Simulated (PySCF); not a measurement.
A species of formula C8H6 has this rotational fingerprint, computed with CAM-B3LYP/def2-SVPD in PySCF (dipole) on a GFN2-xTB geometry, gas phase:

| Item | Value |
| --- | --- |
| Rotational constants | A = 4360, B = 1583, C = 1161 MHz |
| Dipole components | \|μa\| = 1.31 D, \|μb\| = 0.24 D, \|μc\| = 0.00 D |
| Inertial defect | 0.00 u·Å² |
| κ | -0.74 |

Problem. Which structure is it? (One computed conformer of each.)
A. `C=C1C=C/C1=C/C#C`
B. `C#C[C@@]12C=C[C@H]3[C@@H]1[C@H]32`

Solution. A. It is C#C/C=C1/C=CC1=C, an asymmetric top, point group Cs. The candidates at the same level (rigid rotor, commonest isotopes):

```tsv
SMILES	A (MHz)	B (MHz)	C (MHz)	μa (D)	μb (D)	μc (D)	Δ (u·Å²)	point group	rotor
C#C/C=C1/C=CC1=C	4360	1583	1161	1.31	0.24	0.00	0.00	Cs	asymmetric top
C#C[C@@]12C=C[C@H]3[C@@H]1[C@H]32	5461	1873	1540	0.56	0.97	0.00	-34.30	Cs	asymmetric top
```

`C#C[C@@]12C=C[C@H]3[C@@H]1[C@H]32` has C 33 % too high. In the right answer the mirror of this Cs structure is the ab plane, so μc vanishes by symmetry. No structure here is proved a minimum.
